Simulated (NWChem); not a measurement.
All runs are NWChem calculations. System: Bi, charge 1, spin multiplicity 3. Its SCF solution wasn't tested for a lower state. Level: ROCCSD(T)/def2-TZVPD with def2 effective core potentials on Bi, 4 core orbitals frozen.

Output (cleaned and shortened):

```
             Northwest Computational Chemistry Package (NWChem) 7.3.0
             --------------------------------------------------------

                                NWChem Input Module
                                -------------------

 Scaling coordinates for geometry "geometry" by  1.889725989
 (inverse scale =  0.529177249)

                             Geometry "geometry" -> ""
                             -------------------------

 Output coordinates in angstroms (scale by  1.889725989 to convert to a.u.)

  No.       Tag          Charge          X              Y              Z
 ---- ---------------- ---------- -------------- -------------- --------------
    1 Bi                  83.0000     0.00000000     0.00000000     0.00000000

 Effective nuclear repulsion energy (a.u.)       0.0000000000

            Nuclear Dipole moment (a.u.)
            ----------------------------
        X                 Y               Z
 ---------------- ---------------- ----------------
     0.0000000000     0.0000000000     0.0000000000

      Symmetry information
      --------------------

 Group name             D2h
 Group number             26
 Group order               8
 No. of unique centers     1

      Symmetry unique atoms

     1


 Summary of "ao basis" -> "" (spherical)
 ------------------------------------------------------------------------------
       Tag                 Description            Shells   Functions and Types
 ---------------- ------------------------------  ------  ---------------------
 *                         def2-tzvpd                 on all atoms

 Summary of "ao basis" -> "ao basis" (spherical)
 ------------------------------------------------------------------------------
       Tag                 Description            Shells   Functions and Types
 ---------------- ------------------------------  ------  ---------------------
 Bi                        def2-tzvpd               18       56   7s5p4d2f

                                 NWChem SCF Module
                                 -----------------

  ao basis        = "ao basis"
  functions       =    56
  atoms           =     1
  closed shells   =    10
  open shells     =     2
  charge          =   1.00
  wavefunction    = ROHF
  use symmetry    = T
  symmetry adapt  = T

 Summary of "ao basis" -> "ao basis" (spherical)
 ------------------------------------------------------------------------------
       Tag                 Description            Shells   Functions and Types
[...]
     2   2 0 0    -19.147651     -7.119743      0.000000
     2   1 1 0      0.000000     -0.000000      0.000000
     2   1 0 1      0.000000      0.000000      0.000000
     2   0 2 0    -19.147651     -7.119743      0.000000
     2   0 1 1     -0.000000      0.000000      0.000000
     2   0 0 2    -15.512157     -3.556999      0.000000

                   NWChem Extensible Many-Electron Theory Module
                   ---------------------------------------------


            General Information
            -------------------
      Number of processors :     1
         Wavefunction type : Restricted open-shell Hartree-Fock
          No. of electrons :    22
           Alpha electrons :    12
            Beta electrons :    10
           No. of orbitals :   112
            Alpha orbitals :    56
             Beta orbitals :    56
        Alpha frozen cores :     4
         Beta frozen cores :     4
     Alpha frozen virtuals :     0
      Beta frozen virtuals :     0
         Spin multiplicity : triplet
    Number of AO functions :    56
       Number of AO shells :    18
        Use of symmetry is : on
      Symmetry adaption is : on
         Schwarz screening : 0.10D-09

          Correlation Information
          -----------------------
          Calculation type : Coupled-cluster singles & doubles w/ perturbation
   Perturbative correction : (T)
            Max iterations :      100
        Residual threshold : 0.10D-05
     T(0) DIIS level shift : 0.00D+00
     L(0) DIIS level shift : 0.00D+00
     T(1) DIIS level shift : 0.00D+00
     L(1) DIIS level shift : 0.00D+00
     T(R) DIIS level shift : 0.00D+00
     T(I) DIIS level shift : 0.00D+00
   CC-T/L Amplitude update :  5-th order DIIS
                I/O scheme : Global Array Library
        L-threshold :  0.10D-05
        EOM-threshold :  0.10D-05
 no EOMCCSD initial starts read in
 TCE RESTART OPTIONS
 SLICE:      F
 D4D5:       F
 quantumc:   F
 qrotation:  F
 pwtce:      F
 qducc:      F
 nacto:                         0
 nrotv:                         0
 nrot:                          0

            Memory Information
            ------------------
          Available GA space size is     249030528 doubles
          Available MA space size is     104842052 doubles

 Maximum block size supplied by input
 Maximum block size        24 doubles

 tile_dim =     11

 -------------------------------------------------

 Global array virtual files algorithm will be used

 Parallel file system coherency ......... OK

 4-electron integrals stored in orbital form

 v2    file size   =           199723
 4-index algorithm nr.  13 is used
 imaxsize =       30
 imaxsize ichop =        0


CCSD iterations
 ---------------------------------------------------------
 Iter          Residuum       Correlation     Cpu    Wall
 ---------------------------------------------------------
    1   0.1885263557240  -0.3647069687009     2.0     2.0
    2   0.0313965733962  -0.3260402232619     2.0     2.0
    3   0.0076226193663  -0.3347557814332     2.0     2.0
    4   0.0019890136381  -0.3336202538327     1.8     1.8
    5   0.0007650846494  -0.3339846268318     1.8     1.8
    6   0.0002286165660  -0.3339784155809     2.1     2.1
    7   0.0000666590914  -0.3339810793362     2.1     2.1
    8   0.0000262228070  -0.3339802563072     2.1     2.1
    9   0.0000101789556  -0.3339806851483     2.2     2.2
   10   0.0000042757572  -0.3339808398068     2.1     2.1
   11   0.0000006477831  -0.3339810043493     2.1     2.1
 -----------------------------------------------------------------
 Iterations converged
 CCSD correlation energy / hartree =        -0.333981004349290
 CCSD total energy / hartree       =      -213.621734277766933

 Singles contributions

 Doubles contributions
 CCSD(T)
 Using plain CCSD(T) code
             total no. of tasks         8420
 total no. of tasks / no. procs         8420
                         wl_min            2           1.1
                         wl_max        35937           5.7
        thresh for no. of tasks         8420

 CCSD[T]  correction energy / hartree =        -0.005189925352526
 CCSD[T] correlation energy / hartree =        -0.339170929701815
 CCSD[T] total energy / hartree       =      -213.626924203119472
 CCSD(T)  correction energy / hartree =        -0.004978515430300
 CCSD(T) correlation energy / hartree =        -0.338959519779589
 CCSD(T) total energy / hartree       =      -213.626712793197242

 Task  times  cpu:       30.5s     wall:       30.5s

 Total times  cpu:       30.6s     wall:       30.6s
```

### Question
Write an NWChem input that would produce this output.

### Answer
One answer among several that fit: 
```
start mol
memory heap 100 mb stack 700 mb global 1900 mb
charge 1
geometry units angstroms nocenter noautoz
  Bi     0.000000     0.000000     0.000000
  symmetry group D2h
end
basis spherical
  * library def2-tzvpd
end
ecp
  Bi library def2-ecp
end
scf
  rohf
  nopen 2
  maxiter 100
  thresh 1e-7
  semidirect memsize 60000000 filesize 0
  # guess.movecs holds the orbitals of an unrestricted PBE0 run
  vectors input guess.movecs output mol.movecs
end
tce
  freeze core 4
  ccsd(t)
  2eorb
  2emet 13
  thresh 1e-6
  maxiter 100
  tilesize 24
end
task tce energy
```
